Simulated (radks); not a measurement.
Values are calculated unless marked as measured or tabulated.
Removal energies from the neodymium ion Nd7+, [Kr] 4d10 5s2 5p5, by Delta-SCF beside the eigenvalue of the level emptied. Level of theory: scalar-relativistic Kohn-Sham, PBE, spin-polarised, spherical densities, finite nucleus; Fermi nuclear charge, rms radius of each element as measured or else 0.836 A^(1/3) + 0.57 fm (a radial shooting solver on a logarithmic mesh with Libxc functionals). Open shells are filled with parallel spins first.

removed from             final configuration  Delta-SCF (eV)  -eigenvalue (eV)
5p                         [Kr] 4d10 5s2 5p4          116.61            109.34
5s                         [Kr] 4d10 5s1 5p5          140.63            132.70
4d                          [Kr] 4d9 5s2 5p5          245.94            232.42
4p            [Ar] 3d10 4s2 4p5 4d10 5s2 5p5          357.92            343.79
